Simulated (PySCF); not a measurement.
# [CeCl4]− relaxed at several levels

Computed with PySCF 2.14.0, def2-SVP on the ligands, density fitting, scalar-relativistic core potentials, no spin-orbit coupling, vacuum. Each row is relaxed at its own level from the same template. Distances are means of the shortest metal–ligand contacts, charges and spins Mulliken's; removal energies are rigid, with the ligand's formal charge and no counterpoise, so too large; for an anion taken off a cation in vacuum most of it is the attraction of opposite charges, and multiply charged cations can part far more cheaply with an electron moved from ligand to metal. lcecp potentials hold a fixed number of 4f electrons in the core, out of states, spins and gaps.

| level | basis on the metal | point group | M–Cl (Å) | charge on M (e) | removal of one Cl (eV) | strongest infrared band, degenerate modes summed (cm⁻¹) | unstable modes (below −25 cm⁻¹) |
| --- | --- | --- | --- | --- | --- | --- | --- |
| r2SCAN | lcecp-1-SVP with ECP47 | Td | 2.660 | 0.82 | 4.85 | – | not given |

Question: What does the calculation give for PBE0, lcecp-1-SVP with ECP47?

Answer: point group: Td, M–Cl (Å): 2.650, charge on M (e): 0.81, removal of one Cl (eV): 4.86, strongest infrared band, degenerate modes summed (cm⁻¹): 301, unstable modes (below −25 cm⁻¹): 0.
```xyz
5

Ce    0.0000    0.0000    0.0000
Cl    1.5302    1.5302    1.5302
Cl   -1.5302   -1.5302    1.5302
Cl    1.5302   -1.5302   -1.5302
Cl   -1.5302    1.5302   -1.5302
```

One start shape was tried for each, so a minimum needn't be the lowest isomer.
